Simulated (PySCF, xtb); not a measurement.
BCl2HO, SMILES OB(Cl)Cl.

xtb with GFN2-xTB at its own geometry gives an orbital gap of 5.46 eV and a dipole moment of 2.75 D.

The structure is a stationary point at PBE-D3(BJ)/def2-SVP. Other conformers were not sampled.

**Question.** What does HF/def2-TZVPD (PySCF) give? (The exact figures need the calculation; the answer reports its results.)

**Answer.** gap 13.56 eV (levels -12.52 and 1.04 eV), dipole 1.82 D.
